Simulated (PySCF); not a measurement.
Si(H)(Me) (CH4Si), SMILES C[SiH] (connectivity only; charge and spin as stated), neutral, multiplicity 1.

The structure is a stationary point at B3LYP-D3(BJ)/def2-TZVP.

Level of theory: ωB97X/def2-TZVPD (PySCF).

Symmetry labels are those of the subgroup Cs that the program uses (full group Cs).

Computed valence orbital energies around the gap with their symmetry:
```csv
orbital,symmetry,energy (eV)
HOMO−7,A',-101.65
HOMO−6,A',-101.55
HOMO−5,A',-22.59
HOMO−4,A',-16.08
HOMO−3,A',-14.11
HOMO−2,A",-13.97
HOMO−1,A',-11.24
HOMO,A',-8.59
LUMO,A",-0.43
LUMO+1,A',1.89
LUMO+2,A',2.38
LUMO+3,A',3.23
```
